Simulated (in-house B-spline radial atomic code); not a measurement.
Results of a calculation; reference values are marked as such.
Building a PAW d channel for Zr, r_c = 1.66 bohr

Zr, [Kr] 4d2 5s2, non-relativistic LDA (VWN5), spherical and spin-unpolarised, from a B-spline radial code for spherical atoms (atomic units; all potentials screened as in the neutral atom).

Two all-electron partial waves φ1, φ2 are integrated outwards at E1 = ε(4d) = -0.150673 and E2 = E1 + 0.5 hartree; φ1 is the bound orbital and φ2 has unit norm inside r_c = 1.6563 bohr. Smooth partners are polynomials, r^3(a0 + a1 r² + a2 r⁴ + a3 r⁶), matched to φ and three derivatives at r_c, with no condition on the norm. The local potential is -11.6993 + (9.83014) r² + (-3.54883) r⁴ + (0.479004) r⁶ inside 1.356 bohr and the all-electron one outside.

| wave | φ(r_c) | φ'(r_c) | a0 | a1 | a2 | a3 |
| --- | --- | --- | --- | --- | --- | --- |
| 1 | 0.6908131 | -0.04482076 | 0.8777011 | -0.5281582 | 0.1271682 | -0.01132448 |
| 2 | 0.9497005 | -0.8999492 | 1.74131 | -1.128072 | 0.275048 | -0.02458619 |

Inside r_c the overlaps are <φi φj> = [[0.33890, 0.57913], [0.57913, 1.00000]] and, for the smooth waves, [[0.30444, 0.50994], [0.50994, 0.86149]]. With χj = (Ej − T − V_local) applied to smooth wave j, the program's quadrature gives the matrix B_ij = <smooth i, χj> as [[0.07193, 0.11240], [0.14700, 0.23885]].

(1) Check the match of the first wave, and find the augmentation charges q_ij.

(2) B isn't symmetric. Show that D_ij = B_ij + Ej q_ij is.

Solving (T + V_local + Σ p D p) ψ = E (1 + Σ p q p) ψ in a sphere of 9 bohr, whose wall lifts the free-atom level a little, gives these levels:

```json
{"all-electron": "-0.150483", "one projector": "-0.150483", "two projectors": "-0.150483"}
{"all-electron": "0.111742", "one projector": "0.111451", "two projectors": "0.111742"}
{"all-electron": "0.417635", "one projector": "0.415171", "two projectors": "0.417635"}
{"all-electron": "0.872364", "one projector": "0.860303", "two projectors": "0.872360"}
{"all-electron": "1.467360", "one projector": "1.423910", "two projectors": "1.467300"}
```

(3) What does the second projector gain?

Answers

(1) At r_c the four terms are 3.98808, -6.58353, 4.34862, -1.06235, which sum to 0.6908, φ1(r_c) to rounding. q_ij is the all-electron overlap less the smooth one: [[0.03446, 0.06919], [0.06919, 0.13851]]. The smooth first wave has a norm of 0.3044 inside r_c against 0.3389, and q11 > 0 puts back the missing charge.

(2) Integrating by parts gives B12 − B21 = (E1 − E2) q12: 0.11240 − (0.14700) = -0.03459, and −0.5 × (0.06919) = -0.03460. So D12 = 0.11240 + (0.349327)(0.06919) = 0.13657 and D21 = 0.14700 + (-0.150673)(0.06919) = 0.13657; D11 = 0.06674, D22 = 0.28724. The projectors, p = (B⁻¹)ᵀ χ, are dual to the smooth waves; det B = 0.00066, small beside B11 B22, as the two smooth waves look alike inside r_c.

(3) With one projector the errors are 0.00, -0.29, -2.46, -12.06, -43.45 millihartree. With two the errors are 0.00, 0.00, 0.00, 0.00, -0.06 millihartree. The scattering is exact at E1 and at E2 = 0.349, and over all levels compared the largest error is 0.06 millihartree. The lowest eigenvalue of the overlap operator is 1 with one and 0.9706 with two projectors. The smooth orbital alone needs a cutoff of 11.9 hartree for 1 millihartree of kinetic energy, against 17.1 for a norm-conserving Troullier-Martins orbital of the same radius; part of the gain comes from giving up the norm, part from the simpler form.
